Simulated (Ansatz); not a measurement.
Consider the ligand exchange at a Ge–O bond: `[CH3][GeH2][O]C=S` + CH₃SH → `C[S][GeH2][CH3]` + `OC=S`.

Program: Ansatz. Geometries: PBE0-D4/def2-TZVP. ΔE: electronic, gas phase. CCSD(T)/CBS adds triple-zeta CCSD(T) − MP2 to the extrapolated MP2 energy (def2 sets, frozen cores). This one scheme is used for every species. DFT in def2-TZVPP. For Ge outer-core shells are correlated without core-valence functions, which leaves a few kJ/mol of doubt a bond. Scalar relativity is left out up to krypton. Each species was taken in one conformer, which may not be the lowest.

(1) Is it downhill or uphill in electronic energy at CCSD(T)/CBS, and by how much? (Estimate.)

(2) What do these levels give: ωB97X-V, ωB97M-V, B2PLYP, PBE, r2SCAN, CCSD(T)/def2-TZVPP? (Best estimate.)

Largest T1 diagnostic among the species: 0.018.

## Answers

(1) The calculation gave: Downhill: ΔE = -9.5 kJ/mol.

(2) The calculation gave: ωB97X-V -6.4, ωB97M-V -9.4, B2PLYP -3.5, PBE -14.3, r2SCAN -10.3, CCSD(T)/def2-TZVPP -6.0 kJ/mol.

The D4 term adds −3.8 kJ/mol with B3LYP and −2.0 kJ/mol with PBE0; it sums over pairs of atoms, weighted by their polarisabilities, and B3LYP, whose exchange is more repulsive, gets the larger term. In def2-TZVPP, CCSD(T) changes the Hartree–Fock value by −11.2 kJ/mol (the triples alone add −1.4 kJ/mol) and MP2 by −13.9 kJ/mol.

B3LYP here is the variant with VWN-RPA as its local correlation; programs differ in this.
